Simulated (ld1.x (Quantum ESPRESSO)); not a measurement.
u(r) = r·R(r): atom against pseudo-atom (B (Z = 5))

Columns: radius, all-electron u(r) and pseudo u(r) of the 2s shell (level -9.36 eV) of boron in the configuration [He] 2s2 2p1; PBEsol, scalar-relativistic, RRKJ scheme, ld1.x (Quantum ESPRESSO) 7.5.

```tsv
r (bohr)	all-electron	pseudo
0.150	0.3034	-0.0407
0.300	0.2178	-0.0984
0.450	0.0174	-0.1835
0.600	-0.1924	-0.2940
0.750	-0.3734	-0.4154
0.900	-0.5154	-0.5289
1.050	-0.6179	-0.6203
1.200	-0.6846	-0.6846
1.350	-0.7212	-0.7212
1.500	-0.7339	-0.7339
1.650	-0.7282	-0.7282
1.800	-0.7090	-0.7090
1.950	-0.6801	-0.6801
2.100	-0.6449	-0.6449
2.250	-0.6057	-0.6057
2.400	-0.5644	-0.5644
2.550	-0.5226	-0.5226
2.700	-0.4812	-0.4812
2.850	-0.4411	-0.4411
3.000	-0.4027	-0.4027
3.150	-0.3663	-0.3663
3.300	-0.3323	-0.3323
3.450	-0.3006	-0.3006
3.600	-0.2714	-0.2714
3.750	-0.2446	-0.2446
3.900	-0.2200	-0.2200
```

Question: How many radial nodes do the two functions have?

Answer: The all-electron 2s function has n − l − 1 = 1; the pseudo-wave has 0, since the states of the same l below it are removed with the core.

Question: At about which radius was the pseudo-wave matched?

Answer: 1.25 bohr, where the columns begin to agree (steps of 0.15 bohr).

Question: Is the pseudo-wave norm-conserving?

Answer: Yes: the RRKJ scheme keeps the norm inside the radius equal to the all-electron one, which fixes the energy derivative of the logarithmic derivative at the level.
